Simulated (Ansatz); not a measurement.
The cluster CuI2⁻. Total charge -1; singlet. Geometry relaxed at r2SCAN-D4/def2-TZVPD.

Cartesian coordinates in Å:
```
Cu 0.000 0.000 0.000
I 1.632 -1.645 -0.730
I -1.632 1.644 0.730
```

In the def2 sets I takes a core potential; there is no spin–orbit coupling. The relaxation made no stability test and no search for a lower SCF solution. The structure comes from a short search, and lower isomers may exist.

(1) Estimate the harmonic wavenumbers at RKS r2SCAN-D4/def2-TZVPD (Ansatz, unscaled). Is this a minimum?

Results:

(1) 68, 68, 135, 279 cm⁻¹. Yes, no mode is imaginary beyond noise. Zero-point energy 3.3 kJ/mol. Hardware: 4 threads of Arm Neoverse V2 on a shared host. Wall time 14 s.
